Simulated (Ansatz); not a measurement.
C₄H₁₃AlGe, singlet, geometry from GFN2-xTB (such geometries of metal compounds can be far from the true shape); SC-NEVPT2/STO-3G, CASSCF(4,4) run with Ansatz (a quantum-chemistry and plane-wave program).

The Ansatz input:
Ansatz 0.2 input:
```yaml
crystal:
  periodic: [false, false, false]
  atoms:
    - {symbol: Ge, position_ang: [2.40991371, 0.29019385, 0.38794435]}
    - {symbol: C, position_ang: [0.49340601, 0.59710791, 0.02644132]}
    - {symbol: C, position_ang: [-0.28384400, -0.72889769, -0.04595362]}
    - {symbol: Al, position_ang: [-2.24255543, -0.38685518, -0.35357439]}
    - {symbol: C, position_ang: [-2.91067086, 1.49206842, -0.31670049]}
    - {symbol: C, position_ang: [-3.46085104, -1.92828729, -0.67669557]}
    - {symbol: H, position_ang: [3.02259157, -0.57432444, -0.67095415]}
    - {symbol: H, position_ang: [2.59878521, -0.44355725, 1.68022164]}
    - {symbol: H, position_ang: [3.24047343, 1.53737067, 0.46749927]}
    - {symbol: H, position_ang: [0.38522777, 1.14669691, -0.91200324]}
    - {symbol: H, position_ang: [0.07487157, 1.23626601, 0.80815924]}
    - {symbol: H, position_ang: [0.14980107, -1.35880082, -0.83680529]}
    - {symbol: H, position_ang: [-0.11362540, -1.29401115, 0.88286364]}
    - {symbol: H, position_ang: [-3.97537844, 1.52147110, -0.57496802]}
    - {symbol: H, position_ang: [-2.81748428, 1.96488863, 0.66703021]}
    - {symbol: H, position_ang: [-2.39824336, 2.15626416, -1.02065427]}
    - {symbol: H, position_ang: [-2.95120531, -2.89372557, -0.58471291]}
    - {symbol: H, position_ang: [-3.90997522, -1.90370131, -1.67536372]}
    - {symbol: H, position_ang: [-4.29809739, -1.94387108, 0.02938554]}
basis:
  gaussian:
    orbitals: STO-3G
magnetization: {spin_polarized: false}
correlation: {method: sc_nevpt2, electrons: all, active_space: {window: {electrons: 4, orbitals: 4}}}
```

The log (banner, timings and long lists left out):

```
Functional definition: HF
738 factors; integrals over basis functions are off by at most 7.4e-5 eV
mean field evaluation 1: about -66612.9907 eV, gradient 1.7e1 eV
mean field evaluation 2: about -66613.1734 eV, gradient 1.7e1 eV
mean field evaluation 4: about -66614.5217 eV, gradient 1.0e0 eV
mean field evaluation 8: about -66614.5240 eV, gradient 1.2e-6 eV
mean field -66614.52402994 eV, -2448.0386051543 hartree, gradient 7.1e-7 eV, S^2 0.000000; 0 other end points of the search recorded, 0 dependent functions left out
reference -66614.52402994 eV, -2448.0386051543 hartree; 41, 41 occupied and 19, 19 virtual orbitals, 738 factors
state -66615.38533623 eV, -2448.0702575765 hartree
state -66615.38533623 eV, -2448.0702575765 hartree; corrected -66622.51348110 eV, -2448.3322120689 hartree
state -66615.23872507 eV, -2448.0648697159 hartree
state -66615.23872507 eV, -2448.0648697159 hartree; corrected -66622.49199556 eV, -2448.3314224899 hartree
state -66615.38533623 eV, -2448.0702575765 hartree; corrected -66622.51348110 eV, -2448.3322120689 hartree
state -66615.24640196 eV, -2448.0651518363 hartree
state -66615.24640196 eV, -2448.0651518363 hartree; corrected -66622.51612555 eV, -2448.3323092506 hartree
state -66615.24640196 eV, -2448.0651518363 hartree; corrected -66622.51612555 eV, -2448.3323092506 hartree
the orbitals are reached from a further start. From the first start the search ends at -66615.38530511 eV, -2448.0702564329 hartree
WARN: the results are in doubt because another end's mean lies 0.139 eV lower, and its corrected mean 0.003 eV higher
Total energy: -66622.51612555 eV, -2448.3323092506 hartree
In doubt: another end's mean lies 0.139 eV lower, and its corrected mean 0.003 eV higher
```
